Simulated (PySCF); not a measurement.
PySCF input file for 1,3-disilylpropan-2-ylsilane (C₃H₁₄Si₃), SMILES [SiH3]CC([SiH3])C[SiH3], C-PCM-PBE0/def2-SVP. The structure is a stationary point at B3LYP-D3(BJ)/def2-SVP. Other conformers were not sampled.

```python
import numpy as np
from pyscf import gto, scf, dft
from pyscf.solvent import pcm

mol = gto.M(
    atom='''
    Si   -1.10225120    2.06901452    1.26682039
    C    -0.77975757    0.76504854   -0.07305318
    C     0.40766867   -0.19924505    0.13629113
    Si    2.08662552    0.69307409    0.26831277
    C     0.48713451   -1.27983443   -0.96940386
    Si   -1.00990883   -2.43943173   -1.11041960
    H    -0.09344136    3.16659390    1.22795592
    H    -1.06403757    1.43641557    2.61899532
    H    -2.45377506    2.66351260    1.04832924
    H    -0.67587988    1.28993821   -1.04048879
    H    -1.71892257    0.18796235   -0.15777468
    H     0.26930062   -0.71139321    1.10738983
    H     2.14579111    1.57990574    1.46686802
    H     3.17690677   -0.32110842    0.37203829
    H     2.31237742    1.52207722   -0.95401234
    H     1.36518468   -1.92965461   -0.80539720
    H     0.64714788   -0.80604200   -1.95550414
    H    -2.20730776   -1.76048767   -1.68673301
    H    -0.66343944   -3.59218579   -1.99363743
    H    -1.37269571   -2.95854486    0.24297643
    ''',
    basis='def2-SVP',
    charge=0,
    spin=0,
    max_memory=1600,
    verbose=3,
)
mf = dft.RKS(mol, xc='pbe0').density_fit(auxbasis='def2-universal-jkfit')
mf.grids.level = 3
mf.conv_tol = 1e-9
mf.max_cycle = 100
mf.kernel()
res = {}
for name, eps in {'water': 78.355, 'dichloromethane': 8.93, 'n-hexane': 1.8819}.items():
    s = mf.PCM()
    s.with_solvent.method, s.with_solvent.eps, s.with_solvent.lebedev_order = 'C-PCM', eps, 17
    s.kernel(mf.make_rdm1())
    res[name] = (s.e_tot, eps, s.dip_moment(), s.mo_energy, s.converged)
    print(f'{name}: electrostatic solvation free energy {(s.e_tot - mf.e_tot) * 627.509474:.3f} kcal/mol')
```

It prints:

```
converged SCF energy = -990.316894080591

WARN: PCM is an experimental feature. It is still in testing.
Features and APIs may be changed in the future.

converged SCF energy = -990.318688025826
Dipole moment(X, Y, Z, Debye):  0.08122, -0.45514, -0.64921
water: electrostatic solvation free energy -1.126 kcal/mol

WARN: PCM is an experimental feature. It is still in testing.
Features and APIs may be changed in the future.

converged SCF energy = -990.318482476277
Dipole moment(X, Y, Z, Debye):  0.08161, -0.43547, -0.62398
dichloromethane: electrostatic solvation free energy -0.997 kcal/mol

WARN: PCM is an experimental feature. It is still in testing.
Features and APIs may be changed in the future.

converged SCF energy = -990.317682642711
Dipole moment(X, Y, Z, Debye):  0.08112, -0.36584, -0.53573
n-hexane: electrostatic solvation free energy -0.495 kcal/mol
```

The calculation finished and met its thresholds.

Cost: around 2.4 core-minutes (rough).
